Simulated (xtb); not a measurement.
sulfur difluoride (F$_{2}$S), singlet, at a GFN2-xTB geometry; GFN1-xTB in xtb 6.7.1.

Here is a job for xtb.
```
$ xtb mol.xyz --gfn 1 --grad --json

# file mol.xyz
3

F     -1.22261386    -0.51635383    -0.00299560
S     -0.00426607     0.57046599    -0.00656447
F      1.23019799    -0.49780793     0.01466578
```

Output, abridged:

```
   ID    Z sym.   atoms
    1    9 F      1, 3
    2   16 S      2

           -------------------------------------------------
          |                Calculation Setup                |
           -------------------------------------------------

           -------------------------------------------------
          |                 G F N 1 - x T B                 |
           -------------------------------------------------

          ...................................................
          :                      SETUP                      :
          :.................................................:
          :  # basis functions                  18          :
          :  # atomic orbitals                  17          :
          :  # shells                            7          :
          :  # electrons                        20          :
          :  # halogen bonds                     0          :
          :  max. iterations                   250          :
          :  Hamiltonian                  GFN1-xTB          :
          :  restarted?                      false          :
          :  GBSA solvation                  false          :
          :  PC potential                    false          :
          :  electronic temp.          300.0000000     K    :
          :  accuracy                    1.0000000          :
          :  -> integral cutoff          0.2500000E+02      :
          :  -> integral neglect         0.1000000E-07      :
          :  -> SCF convergence          0.1000000E-05 Eh   :
          :  -> wf. convergence          0.2000000E-04 e    :
          :  Broyden damping             0.4000000          :
          :  net charge                          0          :
          :  unpaired electrons                  0          :
          ...................................................

 iter      E             dE          RMSdq      gap      omega  full diag
   1    -13.9084173 -0.139084E+02  0.342E+00    3.33       0.0  T
   2    -13.9087906 -0.373253E-03  0.174E+00    3.31       1.0  T
   3    -13.9071819  0.160874E-02  0.941E-01    3.35       1.0  T
   4    -13.9091697 -0.198788E-02  0.515E-03    3.33      11.2  T
   5    -13.9091698 -0.245488E-07  0.302E-03    3.33      19.1  T
   6    -13.9091698 -0.921899E-09  0.681E-05    3.33     848.1  T
   7    -13.9091698 -0.267644E-10  0.320E-07    3.33  100000.0  T

   *** convergence criteria satisfied after 7 iterations ***

         :::::::::::::::::::::::::::::::::::::::::::::::::::::
         ::                     SUMMARY                     ::
         :::::::::::::::::::::::::::::::::::::::::::::::::::::
         :: total energy             -13.903941312498 Eh    ::
         :: gradient norm              0.018237191460 Eh/a0 ::
         :: HOMO-LUMO gap              3.327640540137 eV    ::
         ::.................................................::
         :: SCC energy               -13.909169760776 Eh    ::
         :: -> electrostatic           0.017158550288 Eh    ::
         :: repulsion energy           0.005597039865 Eh    ::
         :: dispersion energy         -0.000368591587 Eh    ::
         :: halogen bond corr.         0.000000000000 Eh    ::
         :: add. restraining           0.000000000000 Eh    ::
         :: total charge              -0.000000000000 e     ::
         :::::::::::::::::::::::::::::::::::::::::::::::::::::

           -------------------------------------------------
          |                Property Printout                |
           -------------------------------------------------

    * Orbital Energies and Occupations

         #    Occupation            Energy/Eh            Energy/eV
      -------------------------------------------------------------
         1        2.0000           -0.9978344             -27.1525
         2        2.0000           -0.8914410             -24.2573
         3        2.0000           -0.8609938             -23.4288
         4        2.0000           -0.6416064             -17.4590
         5        2.0000           -0.6303467             -17.1526
         6        2.0000           -0.6220083             -16.9257
         7        2.0000           -0.5877065             -15.9923
         8        2.0000           -0.5807269             -15.8024
         9        2.0000           -0.5797517             -15.7758
        10        2.0000           -0.4724841             -12.8569 (HOMO)
        11                         -0.3501955              -9.5293 (LUMO)
        12                         -0.3194054              -8.6915
        13                         -0.1272950              -3.4639
        14                         -0.1220050              -3.3199
        15                         -0.0965510              -2.6273
        16                         -0.0143705              -0.3910
        17                          0.2088119               5.6821
      -------------------------------------------------------------
                  HL-Gap            0.1222885 Eh            3.3276 eV
             Fermi-level           -0.4113398 Eh          -11.1931 eV

  Mulliken/CM5 charges         n(s)   n(p)   n(d)
     1F    -0.15130 -0.15782   1.853  5.298  0.000
     2S     0.30261  0.31564   1.952  3.512  0.233
     3F    -0.15130 -0.15782   1.853  5.298  0.000

Wiberg/Mayer (AO) data.
largest (>0.10) Wiberg bond orders for each atom

 ---------------------------------------------------------------------------
     #   Z sym  total        # sym  WBO       # sym  WBO       # sym  WBO
 ---------------------------------------------------------------------------
     1   9 F    1.198 --     2 S    1.131
     2  16 S    2.263 --     1 F    1.131     3 F    1.131
     3   9 F    1.198 --     2 S    1.131
 ---------------------------------------------------------------------------

Topologies differ in total number of bonds
Writing topology from bond orders to xtbtopo.mol

 dipole moment from electron density (au)
     X       Y       Z
  -0.0054   0.7238  -0.0083  total (Debye):    1.840

           -------------------------------------------------
          | TOTAL ENERGY              -13.903941312498 Eh   |
          | GRADIENT NORM               0.018237191460 Eh/α |
          | HOMO-LUMO GAP               3.327640540137 eV   |
           -------------------------------------------------

normal termination of xtb
```
